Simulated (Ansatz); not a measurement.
Species: C$_{3}$H$_{5}$N, charge 0, singlet. C3H5N (SMILES C(=C)=CN).
B3LYP-D3(BJ)/def2-TZVP minimum from Ansatz (an electronic-structure program):
```xyz
9

C      1.9207    -0.0397     0.1128
C      0.6376    -0.2306    -0.0044
C     -0.6455    -0.4187    -0.1694
N     -1.6558     0.5509    -0.0384
H      2.5235     0.3267    -0.7142
H      2.4486    -0.2386     1.0415
H     -0.9992    -1.3891    -0.5034
H     -2.5059     0.1910     0.3714
H     -1.3532     1.3877     0.4396
```
Charge 0, spin multiplicity 1.

Atomisation energy term by term, kcal/mol (programs: Ansatz). UHF or UKS for unpaired electrons; spin-orbit terms are left out. Cores are frozen in correlated methods. Rows without X2C or -DK are non-relativistic. CBS(X,Y): correlation extrapolated as X^-3, Hartree-Fock from the larger set. A bracket is a step between two methods taken in the basis named. 'core' is core correlation in cc-pwCVTZ, 'X2C' scalar relativity in cc-pVTZ-DK, both at CCSD(T). For partners of very few electrons the exact lower level stands in for a higher one.

```csv
term,basis,kcal/mol
Hartree-Fock,cc-pVQZ,616.07
CCSD correlation,"CBS(cc-pVTZ,cc-pVQZ)",235.24
(T),"CBS(cc-pVTZ,cc-pVQZ)",17.39
CCSDT(Q) - CCSD(T),cc-pVDZ,0.89
core correlation,cc-pwCVTZ,4.23
scalar relativity,"X2C, cc-pVTZ-DK",-0.76
sum: De,,873.1
```
